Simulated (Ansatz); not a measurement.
`FCNC[SiH3]` → `CN([SiH3])CF`  (isomerisation)

Program: Ansatz. Geometries: PBE0-D4/def2-TZVP. ΔE: electronic, gas phase. CCSD(T)/CBS adds triple-zeta CCSD(T) − MP2 to the extrapolated MP2 energy (def2 sets, frozen cores). Functionals use def2-TZVPP. B3LYP here is the variant with VWN-RPA as its local correlation; programs differ in this. One conformer a species, not always the lowest.

```
             level  ΔE (kJ/mol)  difference from CCSD(T)/CBS
            PBE-D4        -47.2                          7.6
         r2SCAN-D4        -52.3                          2.5
           PBE0-D4        -49.5                          5.3
          B3LYP-D4        -55.4                         -0.6
           ωB97X-V        -52.9                          1.9
           ωB97M-V        -53.1                          1.7
            B2PLYP        -55.0                         -0.2
               PBE        -44.9                          9.9
            r2SCAN        -51.8                          3.0
              PBE0        -47.6                          7.2
             B3LYP        -51.7                          3.1
     HF/def2-TZVPP        -58.0                         -3.2
    MP2/def2-TZVPP        -59.1                         -4.3
SCS-MP2/def2-TZVPP        -59.4                         -4.6
   CCSD/def2-TZVPP        -55.7                         -0.9
CCSD(T)/def2-TZVPP        -55.6                         -0.8
     HF/def2-QZVPP        -58.7                         -3.9
    MP2/def2-QZVPP        -58.9                         -4.1
SCS-MP2/def2-QZVPP        -59.0                         -4.2
      HF/CBS(def2)        -58.8                         -4.0
     MP2/CBS(def2)        -58.3                         -3.5
    CCSD/CBS(def2)        -54.9                         -0.1
       CCSD(T)/CBS        -54.8                            0
```

Largest T1 diagnostic among the species: 0.011.

The D4 term adds −3.6 kJ/mol with B3LYP and −1.9 kJ/mol with PBE0; it sums over pairs of atoms, weighted by their polarisabilities, and B3LYP, whose exchange is more repulsive, gets the larger term.
